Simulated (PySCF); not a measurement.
**How methods differ on the ionisation energy of Xe⁺**

Xe⁺ [Kr] 4d10 5s2 5p5 (2P) → Xe²⁺ [Kr] 4d10 5s2 5p4 (3P), as a difference of total energies. Computed with PySCF 2.14 in x2c-TZVPall (8s6p4d2f, 60 functions), with the spin-free X2C one-electron Hamiltonian (Gaussian nucleus). Correlated levels: valence: [Kr] 4d10 frozen. The calculations carry no spin-orbit coupling.

```tsv
method	ionisation energy (eV)	difference from reference (eV)
UHF	20.100	-0.875
B3LYP	21.233	+0.258
PBE	21.081	+0.106
MP2 (valence)	20.756	-0.219
SCS-MP2 (valence)	20.749	-0.226
```

Reference: 20.975 eV (semi-empirical (NIST evaluation); NIST Atomic Spectra Database, ionization energies).

The reference lies between the lowest fine-structure levels, while these numbers refer to the centres of the terms.

Errors of the correlated levels include the incompleteness of this basis and the frozen core.
